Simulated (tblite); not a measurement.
Run record: tight-binding relaxation, `C=C[C@@H](CF)[SiH2]P[SiH3]`.

Computed with GFN2-xTB geometry optimisation, gas phase (tblite 0.8.0). Start geometry: from a force field or distance geometry. The command runs a driver script over a list of jobs; the input below is this job's line of settings and its coordinates in Å.

Command:
```bash
OMP_NUM_THREADS=1 python probes_run.py task.json out
```

Input:
```
{"job": {"kind": "relax", "xc": "GFN2-xTB", "basis": "xTB"}, "charge": 0, "multiplicity": 1}
C     -2.401200     1.378300    -0.892700
C     -1.907400     0.208600    -0.511200
C     -1.070300     0.001600     0.763000
C     -1.766200    -1.004500     1.672700
F     -1.845800    -2.224500     1.071300
Si     0.723200    -0.469100     0.400200
P      1.771700     1.270500    -0.513600
Si     3.587900     0.143400    -1.071300
H     -2.243100     2.290500    -0.324800
H     -3.004500     1.455300    -1.796000
H     -2.107200    -0.682000    -1.109800
H     -1.042200     0.950600     1.313300
H     -1.223200    -1.150200     2.629700
H     -2.781900    -0.700200     1.924500
H      0.796100    -1.617600    -0.520700
H      1.417800    -0.785800     1.689100
H      1.124300     1.243800    -1.762100
H      3.207000    -1.039300    -1.902600
H      4.456600     1.034100    -1.867600
H      4.303300    -0.292800     0.154900
```

Output:
```
step      E/eV     max force
  0    -690.03933    1.250
  1    -690.09424    0.417
  2    -690.11697    0.277
  3    -690.12617    0.288
  4    -690.13858    0.307
  5    -690.14802    0.233
  6    -690.15397    0.156
  7    -690.15705    0.129
  8    -690.15974    0.142
  9    -690.16163    0.104
... (82 lines left out)
 92    -690.20826    0.019
 93    -690.20831    0.020
 94    -690.20839    0.021
 95    -690.20846    0.015
 96    -690.20851    0.016
 97    -690.20855    0.013
 98    -690.20858    0.015
 99    -690.20862    0.013
100    -690.20864    0.010
101    -690.20866    0.010
```

«max force» is the largest atomic force in eV/Å.

Task: From which step on does the largest force stay under 0.1 eV/Å, and how much energy is left to gain from there?

Result: From step 15 (0.087 eV/Å), 33.7 meV above the end.

Main results: energy lowered by 3.9 kcal/mol over 101 steps; largest atomic force 0.010 eV/Å at the end.

Task: Give the final coordinates.

Result: 0.271 Å rms from the input after alignment:
```
atom  x, y, z in Å
C1    -2.0441    1.3952   -1.0018
C2    -1.8936    0.2162   -0.4253
C3    -1.1527   -0.0102    0.8488
C4    -1.8459   -1.0377    1.7267
F5    -1.7612   -2.2936    1.1704
Si6    0.6329   -0.5905    0.4337
P7     1.6542    1.1941   -0.4287
Si8    3.5352    0.2703   -1.1809
H9    -1.6533    2.2949   -0.5538
H10   -2.5604    1.5122   -1.9393
H11   -2.2847   -0.6799   -0.8897
H12   -1.0964    0.9264    1.4100
H13   -1.3703   -1.1046    2.7098
H14   -2.9142   -0.8231    1.8462
H15    0.5775   -1.7682   -0.4357
H16    1.3286   -0.9378    1.6780
H17    0.9904    1.1707   -1.6363
H18    3.3080   -0.9493   -1.9593
H19    4.1969    1.2701   -2.0181
H20    4.3479   -0.0445   -0.0085
```

On Arm Neoverse N1, one thread, shared host with 64 logical CPUs at a one-minute load of 58, this took 1.7 s.
Labels such as C1 count atoms from 1, the log's own numbers from 0.
